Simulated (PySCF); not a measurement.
# Electron correlation in Cl²⁺ (chlorine, charge +2)

[Ne] 3s2 3p2 4s1, high-spin 4P determinant (an excited configuration). Calculation: PySCF 2.14, in x2c-TZVPPall with one added diffuse shell each of s, p, d type (6s6p4d1f, 51 functions); scalar relativity by spin-free X2C-1e. Frozen: [Ne]; 5 electrons correlated.

```json
{"level": "CCSD", "correlation energy (mhartree)": "-112.85"}
{"level": "(T)", "correlation energy (mhartree)": "-4.03"}
{"level": "CCSD(T)", "correlation energy (mhartree)": "-116.88"}
```

Diagnostics: T1 = 0.044, D1 = 0.1377, largest double amplitude 0.098.

Q: Is a single reference adequate?

A: Not fully. The outer electron is Rydberg-like, and this basis confines it to a smaller radius and binds it less than a complete one would. T1 exceeds 0.03, a sign that the reference determinant is poor.
